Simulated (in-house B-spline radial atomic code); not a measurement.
Cr⁺ is squeezed into an impenetrable sphere of radius R (the orbitals vanish at R). Computed with a radial B-spline atomic code at the basis-set limit: non-relativistic PBE, spin-polarised, spherical fractional occupations, point nucleus.

Energies in eV above the free ion in [Ar] 3d5:

```json
{"R (bohr)": "9.31", "highest level (eV)": "-11", "[Ar] 3d5": "0.0005249", "[Ne] 3s2 3p5 3d6": "41.77", "-dE/dV in [Ar] 3d5 (GPa)": "0.000837"}
{"R (bohr)": "5.93", "highest level (eV)": "-10.8", "[Ar] 3d5": "0.1026", "[Ne] 3s2 3p5 3d6": "41.88", "-dE/dV in [Ar] 3d5 (GPa)": "0.38"}
{"R (bohr)": "4.74", "highest level (eV)": "-10", "[Ar] 3d5": "0.6167", "[Ne] 3s2 3p5 3d6": "42.44", "-dE/dV in [Ar] 3d5 (GPa)": "3.57"}
{"R (bohr)": "4.52", "highest level (eV)": "-9.72", "[Ar] 3d5": "0.8606", "[Ne] 3s2 3p5 3d6": "42.7", "-dE/dV in [Ar] 3d5 (GPa)": "5.5"}
{"R (bohr)": "3.49", "highest level (eV)": "-6.83", "[Ar] 3d5": "4.316", "[Ne] 3s2 3p5 3d6": "46.49", "-dE/dV in [Ar] 3d5 (GPa)": "50.2"}
{"R (bohr)": "2.9", "highest level (eV)": "-2.42", "[Ar] 3d5": "12.1", "[Ne] 3s2 3p5 3d6": "55.07", "-dE/dV in [Ar] 3d5 (GPa)": "232"}
{"R (bohr)": "2.44", "highest level (eV)": "5.13", "[Ar] 3d5": "30.74", "[Ne] 3s2 3p5 3d6": "75.22", "-dE/dV in [Ar] 3d5 (GPa)": "977"}
{"R (bohr)": "2.36", "highest level (eV)": "7.17", "[Ar] 3d5": "36.75", "[Ne] 3s2 3p5 3d6": "81.62", "-dE/dV in [Ar] 3d5 (GPa)": "1290"}
{"R (bohr)": "1.76", "highest level (eV)": "38.6", "[Ar] 3d5": "168.9", "[Ne] 3s2 3p5 3d6": "218.3", "-dE/dV in [Ar] 3d5 (GPa)": "13300"}
{"R (bohr)": "1.38", "highest level (eV)": "94.9", "[Ar] 3d5": "531.5", "[Ne] 3s2 3p5 3d6": "582.7", "-dE/dV in [Ar] 3d5 (GPa)": "77300"}
```

Task: Does [Ne] 3s2 3p5 3d6 fall below [Ar] 3d5 under compression?

Result: No, it stays above over the whole range.

The highest level is first positive in the row R = 2.44 bohr, pushed up by confinement above the zero of the free ion's potential. Each configuration is held fixed and needn't be the lowest in the sphere.
